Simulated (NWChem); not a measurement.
System: MgH2SO; SMILES [OH][Mg][SH]

Input file for NWChem:

```
start job
memory heap 200 mb stack 900 mb global 1100 mb
geometry units angstroms noautosym nocenter noautoz
  Mg     0.004309    -0.590693    -0.102728
  O     -0.193047    -2.374728    -0.185067
  H     -0.057746    -3.058820     0.477535
  S      0.249262     1.702314    -0.089860
  H     -1.031303     1.912881     0.298271
end
basis spherical
  Mg library pcsseg-1
  O library pcsseg-1
  H library pcsseg-1
  S library pcsseg-1
end
dft
  xc kt2
  iterations 150
end
property
  shielding
end
task dft property
```

NWChem printed, in part:

```
             Northwest Computational Chemistry Package (NWChem) 7.3.0
             --------------------------------------------------------

                             Geometry "geometry" -> ""
                             -------------------------

 Output coordinates in angstroms (scale by  1.889725989 to convert to a.u.)

  No.       Tag          Charge          X              Y              Z
 ---- ---------------- ---------- -------------- -------------- --------------
    1 Mg                  12.0000     0.00430900    -0.59069300    -0.10272800
    2 O                    8.0000    -0.19304700    -2.37472800    -0.18506700
    3 H                    1.0000    -0.05774600    -3.05882000     0.47753500
    4 S                   16.0000     0.24926200     1.70231400    -0.08986000
    5 H                    1.0000    -1.03130300     1.91288100     0.29827100

 Effective nuclear repulsion energy (a.u.)     107.1470881580

                              NWChem Property Module
                              ----------------------

  itol2e modified to match energy
  convergence criterion.

                                 NWChem DFT Module
                                 -----------------

 Summary of "ao basis" -> "ao basis" (spherical)
 ------------------------------------------------------------------------------
       Tag                 Description            Shells   Functions and Types
 ---------------- ------------------------------  ------  ---------------------
 Mg                         pcsseg-1                 8       16   4s4p
 O                          pcsseg-1                 7       17   3s3p1d
 H                          pcsseg-1                 3        5   2s1p
 S                          pcsseg-1                10       24   4s5p1d

  itol2e modified to match energy
  convergence criterion.

            General Information
            -------------------
          SCF calculation type: DFT
          Wavefunction type:  closed shell.
          No. of atoms     :     5
          No. of electrons :    38
           Alpha electrons :    19
            Beta electrons :    19
          Charge           :     0
          Spin multiplicity:     1
          Use of symmetry is: off; symmetry adaption is: off
          Maximum number of iterations: 150
          AO basis - number of functions:    67
                     number of shells:    31
          Convergence on energy requested:  1.00D-07
          Convergence on density requested:  1.00D-05
          Convergence on gradient requested:  5.00D-04

              XC Information
              --------------
                          KT2 Method XC Functional
                        Slater Exchange Functional  1.072 local
                           KT1 gradient correction  1.000 non-local
            Perdew 1991 LDA Correlation Functional  0.577 local

             Grid Information
             ----------------
          Grid used for XC integration:  fine
          Radial quadrature: Mura-Knowles
          Angular quadrature: Lebedev.
          Tag              B.-S. Rad. Rad. Pts. Rad. Cut. Ang. Pts.
          ---              ---------- --------- --------- ---------
          Mg                  1.50      123          10.0       770
          O                   0.60       70          12.0       590
          H                   0.35       60          13.0       590
          S                   1.00      123          13.0       770
          Grid pruning is: on
          Number of quadrature shells:   436
          Spatial weights used:  Erf1

      Superposition of Atomic Density Guess
      -------------------------------------

 Sum of atomic energies:        -672.78347266

      Non-variational initial energy
      ------------------------------

 Total energy =    -673.114321
 1-e energy   =   -1145.566416
 2-e energy   =     365.305007
 HOMO         =      -0.333846
 LUMO         =      -0.088806

   convergence    iter        energy       DeltaE   RMS-Dens  Diis-err
 ---------------- ----- ----------------- --------- --------- ---------
 d= 0,ls=0.0,diis     1   -680.7810327037 -7.88D+02  3.59D-02  1.24D+00
 d= 0,ls=0.0,diis     2   -679.8339873560  9.47D-01  3.12D-02  8.51D+00
 d= 0,ls=0.0,diis     3   -680.8674089622 -1.03D+00  7.07D-03  1.62D-01
 d= 0,ls=0.0,diis     4   -680.8814385241 -1.40D-02  3.87D-03  5.25D-02
 d= 0,ls=0.0,diis     5   -680.8887284025 -7.29D-03  9.80D-04  4.98D-03
  Resetting Diis
 d= 0,ls=0.0,diis     6   -680.8892935793 -5.65D-04  2.25D-04  2.73D-04
 d= 0,ls=0.0,diis     7   -680.8893361604 -4.26D-05  1.19D-04  1.94D-05
 d= 0,ls=0.0,diis     8   -680.8893308310  5.33D-06  6.99D-05  7.52D-05
 d= 0,ls=0.0,diis     9   -680.8893387245 -7.89D-06  1.61D-05  1.96D-06
 d= 0,ls=0.0,diis    10   -680.8893389772 -2.53D-07  2.96D-06  6.88D-08
 d= 0,ls=0.0,diis    11   -680.8893389858 -8.56D-09  7.69D-07  2.48D-09

         Total DFT energy =     -680.889338985765
      One electron energy =    -1150.131241586096
           Coulomb energy =      420.023313488209
    Exchange-Corr. energy =      -57.928499045887
 Nuclear repulsion energy =      107.147088158009

 Numeric. integr. density =       37.999999594803

[...]

          -----------------------------------------
          Chemical Shielding Tensors (GIAO, in ppm)
          -----------------------------------------

                                NWChem CPHF Module
                                ------------------

  scftype          =     RHF
  nclosed          =       19
  nopen            =        0
  variables        =      912
  # of vectors     =        3
  tolerance        = 0.10D-03
  level shift      = 0.00D+00
  max iterations   =       50
  max subspace     =       30

 SCF residual:    1.6614175518093133E-005

Iterative solution of linear equations
  No. of variables      912
  No. of equations        3
  Maximum subspace       30
        Iterations       50
       Convergence  1.0D-04

   iter   nsub   residual    time
   ----  ------  --------  ---------
     1      3    9.44D-06       6.4

      Atom:    1  Mg
        Diamagnetic
    710.8418      0.6224     -0.0671
      0.6224    716.6538      0.2650
     -0.0671      0.2650    710.4981

        Paramagnetic
   -330.0229     17.4084      0.7674
     17.4084    -18.6900    -13.3646
      0.7674    -13.3646   -324.1221

        Total Shielding Tensor
    380.8188     18.0308      0.7003
     18.0308    697.9637    -13.0996
      0.7003    -13.0996    386.3760

           isotropic =     488.3862
          anisotropy =     316.7134

          Principal Components and Axis System
                 1           2           3
              699.5285    386.1586    379.4715

      1         0.0563      0.2226      0.9733
      2         0.9975      0.0281     -0.0642
      3        -0.0416      0.9745     -0.2205

      Atom:    2  O
        Diamagnetic
    379.3821      0.0689      2.2678
      0.0689    407.0099     -8.9915
      2.2678     -8.9915    389.0321

        Paramagnetic
    -34.6314      6.3589     -8.3742
      6.3589    -38.1151     27.4802
     -8.3742     27.4802    -69.7224

        Total Shielding Tensor
    344.7508      6.4278     -6.1064
      6.4278    368.8949     18.4887
     -6.1064     18.4887    319.3097

           isotropic =     344.3184
          anisotropy =      46.9429

          Principal Components and Axis System
                 1           2           3
              375.6137    346.0116    311.3299

      1         0.1384      0.9634      0.2296
      2         0.9453     -0.0594     -0.3208
      3         0.2954     -0.2614      0.9189

      Atom:    3  H
        Diamagnetic
     24.0941     -1.6672      1.8097
     -1.6672     38.3972    -10.2514
      1.8097    -10.2514     32.9351

        Paramagnetic
      0.1274      0.2498     -0.5971
      0.2498      0.3224      1.2143
     -0.5971      1.2143     -2.2032

        Total Shielding Tensor
     24.2215     -1.4174      1.2125
     -1.4174     38.7196     -9.0371
      1.2125     -9.0371     30.7319

           isotropic =      31.2243
          anisotropy =      20.3222

          Principal Components and Axis System
                 1           2           3
               44.7725     24.9134     23.9872

      1        -0.0896      0.2696      0.9588
      2         0.8340      0.5466     -0.0757
      3        -0.5445      0.7928     -0.2738

      Atom:    4  S
        Diamagnetic
   1058.9365     -0.0940     -1.1930
     -0.0940   1061.6166      0.2643
     -1.1930      0.2643   1055.2894

        Paramagnetic
   -108.8396    -50.0417    -40.1768
    -50.0417   -258.5207     12.5356
    -40.1768     12.5356   -227.4347

        Total Shielding Tensor
    950.0969    -50.1357    -41.3698
    -50.1357    803.0959     12.8000
    -41.3698     12.8000    827.8548

           isotropic =     860.3492
          anisotropy =     176.5561

          Principal Components and Axis System
                 1           2           3
              978.0533    815.3693    787.6250

      1         0.9181      0.2650      0.2946
      2        -0.2834     -0.0806      0.9556
      3        -0.2770      0.9609     -0.0011

      Atom:    5  H
        Diamagnetic
     39.6365     -4.7854     -5.9257
     -4.7854     25.7886      1.6211
     -5.9257      1.6211     22.0593

        Paramagnetic
      1.9447     -0.2722      0.7458
     -0.2722      3.9057      0.0555
      0.7458      0.0555      4.2319

        Total Shielding Tensor
     41.5812     -5.0576     -5.1798
     -5.0576     29.6942      1.6766
     -5.1798      1.6766     26.2912

           isotropic =      32.5222
          anisotropy =      18.7498

          Principal Components and Axis System
                 1           2           3
               45.0221     27.8470     24.6975

      1         0.9025      0.3242      0.2837
      2        -0.3283      0.9440     -0.0344
      3        -0.2789     -0.0621      0.9583
```

Level: KT2/pcSseg-1, GIAO. Geometry: optimised at B3LYP/6-31G* (spherical d). The printed shielding anisotropy is the first printed principal value minus the mean of the other two.
